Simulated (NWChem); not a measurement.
Lowest excitation of Cl$_{2}$In (+1)

SMILES: [Cl][In+][Cl]
```xyz
3

In     0.0000     0.0000     0.0000
Cl     0.0000     0.0000     2.2451
Cl     0.0000     0.0000    -2.2451
```
Charge +1, spin multiplicity 1.

Program: NWChem. All single points use one geometry, from PBE0/def2-SVP with def2 effective core potentials on In, a minimum by its harmonic frequencies.

Basis set: def2-SVPD.

| method | lowest vertical singlet excitation energy (eV) | relative cost | difference from EOM-CCSD |
|---|---|---|---|
| TDA-BHandHLYP | 4.48 | under 3 | -0.40 |
| EOM-CCSD | 4.89 | 20 | 0.00 |
| TD-PBE | 3.55 | under 3 | -1.33 |
| CIS | 5.59 | 1 | +0.71 |
| TD-B3LYP | 3.84 | under 3 | -1.05 |

The values span 2.04 eV, from TD-PBE (lowest) to CIS (highest). Costs are rough ratios of processor time within this set of runs, SCF included, with CIS as 1.

Effective core potentials replace the inner electrons of In; spin-orbit coupling is left out. The correlated methods keep 14 core orbitals frozen. B3LYP has NWChem's definition, with VWN1-RPA local correlation. The spin multiplicity of the parent species was assumed, not shown to be that of its ground state. The structure started from a generated list of species. Coupled-cluster values serve here as a point of comparison, not as the truth.
